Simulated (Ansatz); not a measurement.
The cluster SrSe2⁻. The state is a quartet with charge -1. Geometry PBE-D4/def2-TZVPD; atoms count from 1.

Cartesian coordinates in Å:
```
Sr 0.2758 -0.1045 -0.8925
Se 2.3316 -0.3194 1.2530
Se -2.6074 0.4239 -0.3605
```

In the def2 sets Sr takes a core potential; there is no spin–orbit coupling. At PBE0-D4/def2-TZVPD a doublet of charge -1 lies 1.35 eV below the quartet, each at its own geometry. The structure comes from a short search, and lower isomers may exist.

Question: Estimate the Mulliken populations from the PBE0/def2-TZVPD orbitals of Ansatz.

Answer: 
```
atom  charge (e)  spin (α − β)
 Sr1        0.42          0.99
 Se2       -0.71          1.00
 Se3       -0.71          1.00
```
Mulliken values and Mayer orders depend strongly on the basis. With diffuse functions, as here, like atoms can get unlike values, and bond orders can come out too low or too high.

Question: Where does the spin sit?

Answer: Summed by element: Sr 0.99, Se 2.01, of 3 unpaired in all. Largest on single atoms: Se2 1.00, Se3 1.00, Sr1 0.99.

Question: And the Mayer bond orders between bonded heavy atoms (over 0.3)?

Answer: Sr1–Se2 0.42 (2.98 Å); Sr1–Se3 0.42 (2.98 Å).
